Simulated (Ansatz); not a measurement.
This geometry of BCl₂H₂S (6 atoms, charge 1, multiplicity 1) is a first-order saddle point.

Computed with RKS LDA/def2-SVP (Ansatz).

```xyz
6
Properties=species:S:1:pos:R:3
S -0.133 0.901 -0.025
B 0.142 -0.963 0.028
Cl -1.283 -1.867 0.135
Cl 1.768 -1.423 -0.040
H -1.355 1.515 0.014
H 0.861 1.837 -0.112
```

**Question.** Which two structures does it join? (They come from a converged band through this point; their orientation in space is the band's.)

**Answer.** No bond is made or broken. The height of S1 over the plane of its neighbours goes from 0.74 to -0.74 Å. The two ends are copies of one structure, up to a mirror image or an exchange of like atoms.

First end point:

```xyz
6
Properties=species:S:1:pos:R:3
S -0.171 0.893 -0.734
B 0.128 -0.840 0.089
Cl -1.273 -1.728 0.432
Cl 1.752 -1.287 0.257
H -1.226 1.333 0.033
H 0.790 1.628 -0.077
```

Last end point:

```xyz
6
Properties=species:S:1:pos:R:3
S -0.118 1.005 0.586
B 0.124 -0.843 0.042
Cl -1.293 -1.769 -0.009
Cl 1.729 -1.322 -0.202
H -1.229 1.319 -0.163
H 0.787 1.612 -0.254
```

**Question.** How far does it lie above each of them?

**Answer.** 12.9 kcal/mol above the first and 12.9 kcal/mol above the second. This is the barrier of this one path; another mechanism may lie lower. Limits of this set-up: the dipole of an ion depends on the origin.

Run time: 66 s on 1 CPU thread of a shared host.
